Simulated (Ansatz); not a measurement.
Consider the formal loss of a carbene: `CBCF` → `CBF` + `[CH2]` (triplet).

Computed with Ansatz on PBE0-D4/def2-TZVP structures; ΔE is electronic, products minus reactants. CCSD(T)/CBS is the MP2 limit (def2-TZVPP, def2-QZVPP) plus CCSD(T) − MP2 in def2-TZVPP, frozen cores. This one scheme is used for every species. DFT in def2-TZVPP. HSE06 is defined as in plane-wave codes. Triplets are unrestricted, without spin–orbit coupling. Each species was taken in one conformer, which may not be the lowest.

`CBCF`:

Cartesian coordinates in Å:
```
C -0.735 -0.252 -1.130
B 0.096 -0.579 0.144
C 0.666 0.573 1.022
F 1.393 0.178 2.135
H -1.723 -0.723 -1.051
H -0.873 0.809 -1.347
H -0.272 -0.730 -2.002
H 0.299 -1.718 0.456
H -0.159 1.218 1.364
H 1.308 1.224 0.409
```

`CBF`:

Z-matrix (Å, degrees):
```
C
B 1 1.553
H 1 1.096 2 109.6
H 1 1.091 2 114.0 3 122.5
H 1 1.096 2 109.7 3 -114.9
F 2 1.327 1 120.6 3 -122.2
H 2 1.202 1 123.5 3 57.8
```

`[CH2]` (triplet):

Z-matrix (Å, degrees):
```
C
H 1 1.079
H 1 1.079 2 134.9
```

Question: Is it downhill or uphill in electronic energy at CCSD(T)/CBS, and by how much? (Best estimate.)

Answer: The calculation gave: Uphill: ΔE = +232.5 kJ/mol.

Question: What do these levels give: revPBE-D4, B97M-V, PBE0-D4, HSE06, BHLYP, LC-ωPBE, HF/def2-SVP, CCSD(T)/def2-SVP, HF/def2-TZVPP, HF/def2-QZVPP, MP2/def2-QZVPP, CCSD/CBS(def2)? (Estimate.)

Answer: Computed: revPBE-D4 237.7, B97M-V 237.5, PBE0-D4 237.9, HSE06 234.4, BHLYP 211.4, LC-ωPBE 227.8, HF/def2-SVP 93.3, CCSD(T)/def2-SVP 202.7, HF/def2-TZVPP 89.5, HF/def2-QZVPP 89.3, MP2/def2-QZVPP 231.9, CCSD/CBS(def2) 222.4 kJ/mol.

Largest T1 diagnostic among the species: 0.012.

At CCSD(T), def2-SVP lies −29.8 kJ/mol from the extrapolated value and def2-TZVPP −12.3 kJ/mol. In def2-TZVPP, CCSD(T) changes the Hartree–Fock value by +130.7 kJ/mol (the triples alone add +10.1 kJ/mol) and MP2 by +135.4 kJ/mol. From PBE to PBE0 (25 % exact exchange), in def2-TZVPP and without D4, ΔE moves by −11.4 kJ/mol.
